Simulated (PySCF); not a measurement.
Compound: CH10NSi3 (doublet state).
SMILES with atom numbers: `[NH2:1][SiH2:2][SiH2:3][CH2:4][SiH2:5]` (hydrogens: H6, H7 on N1; H8, H9 on Si2; H10, H11 on Si3; H12, H13 on C4; H14, H15 on Si5)

Geometry (PBE0-D3(BJ)/def2-SVP, Å), atoms numbered from 1 in this order:
```xyz
15
CH10NSi3 angstrom
N      3.2115    0.7976    0.0722
Si     1.7772    0.2152    0.8671
Si    -0.1752    0.0828   -0.4547
C     -1.6574   -0.5646    0.5377
Si    -3.2301   -0.6778   -0.4913
H      3.6300    0.2138   -0.6446
H      3.2351    1.7698   -0.2179
H      1.4873    1.1238    2.0221
H      2.0663   -1.1566    1.3948
H     -0.5048    1.4368   -1.0108
H      0.0663   -0.8180   -1.6300
H     -1.4082   -1.5605    0.9410
H     -1.8277    0.1022    1.3997
H     -3.0504   -1.6189   -1.6444
H     -3.6287    0.6704   -1.0120
```

The hyperfine couplings belong to this conformer and change with its torsions.

Level of theory: PySCF, UKS B3LYP, IGLO-III on C N Si, pcH-1 on H, non-relativistic, mean-field spin-orbit, GIAO. The structure is a single PBE0-D3(BJ)/def2-SVP conformer in the gas phase; no vibrational or solvent corrections. Stability of the SCF solution: not tested.

Question: What are g_iso and the isotropic 29Si coupling of Si5?

Answer: g_iso = 2.00302 and a = -492.18 MHz, or -17.556 mT (Mulliken spin population +0.90). 29Si makes up about 4.7 % of the natural element, so this concerns labelled samples or satellites.

Question: Take this nucleus alone (I = 1/2, g_N = -1.1106) with S = 1/2. Where do its 2 lines fall at 9.436 GHz to first order, to second order and exactly?

Answer: B0 = hν/(g μB) = 336.582 mT and a/B0 = -0.0522. B(1) = B0 − a·mI, B(2) = B(1) − a²[I(I+1) − mI²]/(2B0); the exact values solve the Breit–Rabi equation, nuclear Zeeman term included.

| mI | first order (mT) | second order (mT) | exact (mT) | exact − first order |
| --- | --- | --- | --- | --- |
| −1/2 | 327.804 | 327.576 | 327.569 | -0.235 |
| +1/2 | 345.360 | 345.132 | 345.137 | -0.223 |

Question: Someone takes the midpoint and the distance of the outer exact lines at face value. What g and a result?

Answer: Their midpoint, 336.353 mT, gives an apparent g of 2.00438 (true 2.00302), and their distance over 2I an apparent |a| of 17.568 mT (true 17.556).

Question: Give the zero-field levels of this pair of spins.

Answer: F = I ± 1/2 = 1 and 0, at a·I/2 = -123.0 MHz and −a(I+1)/2 = +369.1 MHz, that is |a|(I + 1/2) = 492.2 MHz apart; F = 1 lies lower.

Other couplings of abundant isotopes, left aside here: 2 × 1H 52 MHz, 2 × 1H 6 MHz, 2 × 1H 2 MHz.

On one thread of an Arm Neoverse V1, no GPU, on a shared host, this took 72 s wall.
